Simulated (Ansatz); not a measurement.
Ansatz (a quantum-chemistry and plane-wave program) input file for Ge(H)(vinyl)(NH2)2 (C2H8GeN2), SMILES [NH2][GeH]([NH2])[CH]=C, PBE-D3(BJ)/def2-SVP. 

Ansatz 0.2 input:
```yaml
crystal:
  periodic: [false, false, false]
  atoms:
    - {symbol: Ge, position_ang: [0.14299709, 0.02127830, -0.33929232]}
    - {symbol: N, position_ang: [1.45391713, -1.26473693, -0.24824923]}
    - {symbol: N, position_ang: [0.97084763, 1.67096259, -0.48024018]}
    - {symbol: C, position_ang: [-1.02492331, -0.22486802, 1.20666162]}
    - {symbol: C, position_ang: [-2.34125922, -0.43197365, 1.08395720]}
    - {symbol: H, position_ang: [-0.70788348, -0.11157052, -1.61954238]}
    - {symbol: H, position_ang: [1.61746702, -1.65704690, 0.67565999]}
    - {symbol: H, position_ang: [2.34231209, -1.00250246, -0.67011868]}
    - {symbol: H, position_ang: [1.44946419, 1.98555883, 0.36271977]}
    - {symbol: H, position_ang: [0.36269771, 2.42265016, -0.80263044]}
    - {symbol: H, position_ang: [-0.59023153, -0.17385908, 2.21436888]}
    - {symbol: H, position_ang: [-2.82495576, -0.49138090, 0.10153945]}
    - {symbol: H, position_ang: [-3.00103520, -0.55528464, 1.95107060]}
basis:
  gaussian:
    orbitals: def2-SVP
hamiltonian:
  xc: pbe
  dispersion: d3bj
relax: {f_tol: 0.002, max_steps: 200}
```

Program output:

```
WARN ansatz: RAYON_NUM_THREADS=1 ignored (pool sized by the plan → 1); use --threads N
Functional definition: PBE
integrals: 0.08 GiB planned
1475 factors; their error is unknown
mean field: 0.42 GiB planned
mean field evaluation 1: about -61656.8173 eV, gradient 9.6e1 eV
mean field evaluation 2: about -61608.8228 eV, gradient 1.6e2 eV
mean field evaluation 4: about -61675.8652 eV, gradient 1.4e1 eV
mean field evaluation 8: about -61676.3538 eV, gradient 1.6e-1 eV
mean field evaluation 16: about -61676.2691 eV, gradient 1.7e-3 eV
mean field -61676.26914653 eV, -2266.5610854581 hartree, gradient 6.1e-5 eV, S^2 0.000000; 0 other end points of the search recorded, 0 dependent functions left out
the calculation of the forces begins
reference -61676.26918668 eV, -2266.5610869336 hartree; 33, 33 occupied and 95, 95 virtual orbitals, 1475 factors
relax step   1: F+E_penalty+E_count = -61676.53823657 eV  Δ(F+E_penalty+E_count) = +0.000e0 eV  max|allowed force component| = 3.164e-1 eV/Å  Δτ_max = 0.0000 Å  (29 SCF iters, accepted)
these checks for a lower state are left out or cut short: starts, cluster_reference, orbital_swaps, neighbouring_geometries, increment
integrals: 0.08 GiB planned
1475 factors; their error is unknown
mean field: 0.41 GiB planned
mean field -61676.28219434 eV, -2266.5615649565 hartree, gradient 8.5e-6 eV, S^2 0.000000; 0 other end points of the search recorded, 0 dependent functions left out
the calculation of the forces begins
reference -61676.28223465 eV, -2266.5615664378 hartree; 33, 33 occupied and 95, 95 virtual orbitals, 1475 factors
relax step   2: F+E_penalty+E_count = -61676.55044895 eV  Δ(F+E_penalty+E_count) = -1.221e-2 eV  max|allowed force component| = 9.789e-2 eV/Å  Δτ_max = 0.0216 Å  (32 SCF iters, accepted)
these checks for a lower state are left out or cut short: starts, cluster_reference, orbital_swaps, neighbouring_geometries, increment
integrals: 0.08 GiB planned
1475 factors; their error is unknown
mean field: 0.41 GiB planned
mean field evaluation 32: about -61676.2841 eV, gradient 1.2e-5 eV
mean field -61676.28406280 eV, -2266.5616336212 hartree, gradient 1.2e-5 eV, S^2 0.000000; 0 other end points of the search recorded, 0 dependent functions left out
the calculation of the forces begins
reference -61676.28410316 eV, -2266.5616351042 hartree; 33, 33 occupied and 95, 95 virtual orbitals, 1475 factors
relax step   3: F+E_penalty+E_count = -61676.55204509 eV  Δ(F+E_penalty+E_count) = -1.596e-3 eV  max|allowed force component| = 6.860e-2 eV/Å  Δτ_max = 0.0337 Å  (32 SCF iters, accepted)
these checks for a lower state are left out or cut short: starts, cluster_reference, orbital_swaps, neighbouring_geometries, increment
integrals: 0.08 GiB planned
1475 factors; their error is unknown
mean field: 0.42 GiB planned
mean field -61676.28414166 eV, -2266.5616365190 hartree, gradient 1.7e-5 eV, S^2 0.000000; 0 other end points of the search recorded, 0 dependent functions left out
the calculation of the forces begins
reference -61676.28418184 eV, -2266.5616379955 hartree; 33, 33 occupied and 95, 95 virtual orbitals, 1475 factors
relax step   4: F+E_penalty+E_count = -61676.55300551 eV  Δ(F+E_penalty+E_count) = -9.604e-4 eV  max|allowed force component| = 1.238e-1 eV/Å  Δτ_max = 0.0288 Å  (31 SCF iters, accepted)
these checks for a lower state are left out or cut short: starts, cluster_reference, orbital_swaps, neighbouring_geometries, increment
integrals: 0.08 GiB planned
1475 factors; their error is unknown
mean field: 0.42 GiB planned
mean field -61676.28601824 eV, -2266.5617054823 hartree, gradient 1.2e-5 eV, S^2 0.000000; 0 other end points of the search recorded, 0 dependent functions left out
the calculation of the forces begins
reference -61676.28605851 eV, -2266.5617069622 hartree; 33, 33 occupied and 95, 95 virtual orbitals, 1475 factors
relax step   5: F+E_penalty+E_count = -61676.55434533 eV  Δ(F+E_penalty+E_count) = -1.340e-3 eV  max|allowed force component| = 3.740e-2 eV/Å  Δτ_max = 0.0174 Å  (32 SCF iters, accepted)
these checks for a lower state are left out or cut short: starts, cluster_reference, orbital_swaps, neighbouring_geometries, increment
integrals: 0.08 GiB planned
1475 factors; their error is unknown
mean field: 0.41 GiB planned
mean field -61676.28608835 eV, -2266.5617080586 hartree, gradient 1.3e-5 eV, S^2 0.000000; 0 other end points of the search recorded, 0 dependent functions left out
the calculation of the forces begins
reference -61676.28612861 eV, -2266.5617095383 hartree; 33, 33 occupied and 95, 95 virtual orbitals, 1475 factors
relax step   6: F+E_penalty+E_count = -61676.55437672 eV  Δ(F+E_penalty+E_count) = -3.140e-5 eV  max|allowed force component| = 3.714e-2 eV/Å  Δτ_max = 0.0085 Å  (32 SCF iters, accepted)
these checks for a lower state are left out or cut short: starts, cluster_reference, orbital_swaps, neighbouring_geometries, increment
integrals: 0.08 GiB planned
1475 factors; their error is unknown
mean field: 0.42 GiB planned
mean field -61676.28441111 eV, -2266.5616464211 hartree, gradient 1.0e-5 eV, S^2 0.000000; 0 other end points of the search recorded, 0 dependent functions left out
the calculation of the forces begins
reference -61676.28445134 eV, -2266.5616478998 hartree; 33, 33 occupied and 95, 95 virtual orbitals, 1475 factors
relax step   7: F+E_penalty+E_count = -61676.55297488 eV  Δ(F+E_penalty+E_count) = +1.402e-3 eV  max|allowed force component| = 9.885e-2 eV/Å  Δτ_max = 0.0237 Å  (32 SCF iters, rejected (line search))
these checks for a lower state are left out or cut short: starts, cluster_reference, orbital_swaps, neighbouring_geometries, increment
integrals: 0.08 GiB planned
1475 factors; their error is unknown
mean field: 0.41 GiB planned
mean field evaluation 64: about -61676.2862 eV, gradient 2.4e-1 eV
mean field -61676.28627589 eV, -2266.5617149507 hartree, gradient 1.3e-5 eV, S^2 0.000000; 0 other end points of the search recorded, 0 dependent functions left out
the calculation of the forces begins
reference -61676.28631614 eV, -2266.5617164297 hartree; 33, 33 occupied and 95, 95 virtual orbitals, 1475 factors
relax step   8: F+E_penalty+E_count = -61676.55459751 eV  Δ(F+E_penalty+E_count) = -2.208e-4 eV  max|allowed force component| = 7.345e-3 eV/Å  Δτ_max = 0.0118 Å  (33 SCF iters, accepted)
these checks for a lower state are left out or cut short: starts, cluster_reference, orbital_swaps, neighbouring_geometries, increment
integrals: 0.08 GiB planned
1475 factors; their error is unknown
mean field: 0.41 GiB planned
mean field -61676.28633054 eV, -2266.5617169588 hartree, gradient 1.4e-5 eV, S^2 0.000000; 0 other end points of the search recorded, 0 dependent functions left out
the calculation of the forces begins
reference -61676.28637076 eV, -2266.5617184371 hartree; 33, 33 occupied and 95, 95 virtual orbitals, 1475 factors
relax step   9: F+E_penalty+E_count = -61676.55465983 eV  Δ(F+E_penalty+E_count) = -6.232e-5 eV  max|allowed force component| = 3.323e-3 eV/Å  Δτ_max = 0.0137 Å  (32 SCF iters, accepted)
these checks for a lower state are left out or cut short: starts, cluster_reference, orbital_swaps, neighbouring_geometries, increment
integrals: 0.08 GiB planned
1475 factors; their error is unknown
mean field: 0.41 GiB planned
mean field -61676.28636206 eV, -2266.5617181172 hartree, gradient 1.4e-5 eV, S^2 0.000000; 0 other end points of the search recorded, 0 dependent functions left out
the calculation of the forces begins
reference -61676.28640228 eV, -2266.5617195953 hartree; 33, 33 occupied and 95, 95 virtual orbitals, 1475 factors
relax step  10: F+E_penalty+E_count = -61676.55467183 eV  Δ(F+E_penalty+E_count) = -1.199e-5 eV  max|allowed force component| = 4.008e-3 eV/Å  Δτ_max = 0.0102 Å  (33 SCF iters, accepted)
these checks for a lower state are left out or cut short: starts, cluster_reference, orbital_swaps, neighbouring_geometries, increment
integrals: 0.08 GiB planned
1475 factors; their error is unknown
mean field: 0.41 GiB planned
mean field -61676.28636252 eV, -2266.5617181341 hartree, gradient 2.5e-5 eV, S^2 0.000000; 0 other end points of the search recorded, 0 dependent functions left out
the calculation of the forces begins
reference -61676.28640273 eV, -2266.5617196120 hartree; 33, 33 occupied and 95, 95 virtual orbitals, 1475 factors
relax step  11: F+E_penalty+E_count = -61676.55468207 eV  Δ(F+E_penalty+E_count) = -1.024e-5 eV  max|allowed force component| = 3.011e-3 eV/Å  Δτ_max = 0.0048 Å  (24 SCF iters, accepted)
these checks for a lower state are left out or cut short: starts, cluster_reference, orbital_swaps, neighbouring_geometries, increment
integrals: 0.08 GiB planned
1475 factors; their error is unknown
mean field: 0.41 GiB planned
mean field -61676.28636442 eV, -2266.5617182041 hartree, gradient 1.1e-5 eV, S^2 0.000000; 0 other end points of the search recorded, 0 dependent functions left out
the calculation of the forces begins
reference -61676.28640464 eV, -2266.5617196820 hartree; 33, 33 occupied and 95, 95 virtual orbitals, 1475 factors
relax step  12: F+E_penalty+E_count = -61676.55468538 eV  Δ(F+E_penalty+E_count) = -3.309e-6 eV  max|allowed force component| = 2.757e-3 eV/Å  Δτ_max = 0.0026 Å  (24 SCF iters, accepted)
these checks for a lower state are left out or cut short: starts, cluster_reference, orbital_swaps, neighbouring_geometries, increment
integrals: 0.08 GiB planned
1475 factors; their error is unknown
mean field: 0.42 GiB planned
mean field evaluation 96: about -61676.2862 eV, gradient 2.0e-1 eV
mean field -61676.28636705 eV, -2266.5617183006 hartree, gradient 2.6e-5 eV, S^2 0.000000; 0 other end points of the search recorded, 0 dependent functions left out
the calculation of the forces begins
reference -61676.28640726 eV, -2266.5617197785 hartree; 33, 33 occupied and 95, 95 virtual orbitals, 1475 factors
relax step  13: F+E_penalty+E_count = -61676.55468771 eV  Δ(F+E_penalty+E_count) = -2.338e-6 eV  max|allowed force component| = 1.341e-3 eV/Å  Δτ_max = 0.0045 Å  (23 SCF iters, accepted)
these checks for a lower state are left out or cut short: starts, cluster_reference, orbital_swaps, neighbouring_geometries, increment
integrals: 0.08 GiB planned
1475 factors; their error is unknown
mean field: 0.41 GiB planned
mean field -61676.28636947 eV, -2266.5617183896 hartree, gradient 8.4e-6 eV, S^2 0.000000; 0 other end points of the search recorded, 0 dependent functions left out
the calculation of the forces begins
reference -61676.28640969 eV, -2266.5617198675 hartree; 33, 33 occupied and 95, 95 virtual orbitals, 1475 factors
relax step  14: F+E_penalty+E_count = -61676.55468837 eV  Δ(F+E_penalty+E_count) = -6.555e-7 eV  max|allowed force component| = 1.396e-3 eV/Å  Δτ_max = 0.0023 Å  (23 SCF iters, accepted)
integrals: 0.08 GiB planned
1475 factors; their error is unknown
mean field: 0.41 GiB planned
mean field -61676.28636947 eV, -2266.5617183896 hartree, gradient 8.7e-6 eV, S^2 0.000000; 1 other end points of the search recorded, 0 dependent functions left out
the calculation of the forces begins
reference -61676.28640969 eV, -2266.5617198675 hartree; 33, 33 occupied and 95, 95 virtual orbitals, 1475 factors
Total energy: -61676.55472859 eV, -2266.5715804052 hartree
Atom 0 at     0.150124     0.008505    -0.336576 Å, force     0.000121    -0.000293     0.000311 eV/Å
Atom 1 at     1.456966    -1.299838    -0.259524 Å, force    -0.000518    -0.000421    -0.001301 eV/Å
Atom 2 at     0.987853     1.667947    -0.485903 Å, force    -0.000738    -0.000106     0.000321 eV/Å
Atom 3 at    -1.022198    -0.237284     1.211205 Å, force    -0.001184     0.000056     0.000330 eV/Å
Atom 4 at    -2.350305    -0.417357     1.082547 Å, force     0.000412     0.001115     0.000192 eV/Å
Atom 5 at    -0.702180    -0.122773    -1.627965 Å, force     0.000049    -0.000078    -0.000336 eV/Å
Atom 6 at     1.669969    -1.603676     0.696715 Å, force    -0.000158     0.000003     0.001231 eV/Å
Atom 7 at     2.333915    -1.009431    -0.707481 Å, force     0.000971     0.000446    -0.000357 eV/Å
Atom 8 at     1.416857     1.987412     0.391568 Å, force    -0.000243     0.000076    -0.000391 eV/Å
Atom 9 at     0.347077     2.408126    -0.799269 Å, force     0.000674    -0.000510     0.000266 eV/Å
Atom 10 at    -0.584294    -0.200296     2.226874 Å, force    -0.000373     0.000404    -0.000559 eV/Å
Atom 11 at    -2.834367    -0.461016     0.090391 Å, force     0.000364     0.000492     0.001396 eV/Å
Atom 12 at    -3.020002    -0.533092     1.953323 Å, force     0.000624    -0.001184    -0.001102 eV/Å
Dipole moment:     0.024190     0.240453     0.363599 e Å
```

Self-consistency was reached.

Cost: around 50 core-seconds (rough).
